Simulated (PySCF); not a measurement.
B(F)2(OMe) (CH₃BF₂O), SMILES B(F)(F)OC. Atoms are numbered in the order given.

```xyz
8

B     -0.0583     0.0360     0.5299
F     -0.4859    -0.4454     1.6857
F      0.5708     1.2092     0.5363
O     -0.2696    -0.6631    -0.5923
C      0.1518    -0.2286    -1.8743
H      0.8436    -0.9732    -2.2974
H     -0.7260    -0.1534    -2.5344
H      0.6560     0.7489    -1.8308
```

Geometry: B3LYP-D3(BJ)/def2-SVP. The values are those of a single conformer.

These are B3LYP-D3(BJ)/def2-SVP (PySCF) values and carry that method's errors.

No scaling factor is applied to the harmonic values.

Computed vibrational spectrum:
| mode | ν (cm⁻¹) | IR (km/mol) | Raman (Å⁴/amu) | depolarisation | moving atoms (share of kinetic energy) |
|---|---|---|---|---|---|
| 1 | 53 | 0.0 | 0.0 | – | H 94 % |
| 2 | 153 | 2.8 | 0.0 | – | O 45 %, F 19 %, H 18 %, C 15 % |
| 3 | 237 | 4.9 | 0.4 | 0.55 | F 38 %, C 30 %, H 19 %, O 9 % |
| 4 | 452 | 14.2 | 0.7 | 0.66 | F 66 %, C 14 %, O 12 % |
| 5 | 531 | 2.5 | 0.9 | 0.55 | F 51 %, O 29 %, B 9 % |
| 6 | 680 | 76.6 | 0.5 | 0.75 | B 83 %, F 10 % |
| 7 | 820 | 9.4 | 5.6 | 0.11 | F 57 %, O 24 %, C 13 % |
| 8 | 1122 | 48.2 | 1.7 | 0.72 | O 41 %, C 32 %, F 10 %, H 9 % |
| 9 | 1187 | 0.3 | 2.3 | 0.75 | H 77 %, C 18 % |
| 10 | 1200 | 14.7 | 3.0 | 0.73 | H 67 %, C 18 % |
| 11 | 1423 | 222.5 | 2.9 | 0.31 | B 43 %, H 33 %, F 11 %, C 8 % |
| 12 | 1454 | 364.5 | 3.4 | 0.48 | B 48 %, H 32 %, F 13 % |
| 13 | 1476 | 4.3 | 16.7 | 0.75 | H 97 % |
| 14 | 1480 | 9.3 | 18.4 | 0.74 | H 93 % |
| 15 | 1561 | 453.4 | 1.8 | 0.48 | B 48 %, H 26 %, O 22 % |
| 16 | 3033 | 38.8 | 134.6 | 0.01 | H 98 % |
| 17 | 3123 | 20.7 | 83.3 | 0.75 | H 90 %, C 10 % |
| 18 | 3130 | 16.6 | 55.7 | 0.72 | H 90 %, C 10 % |
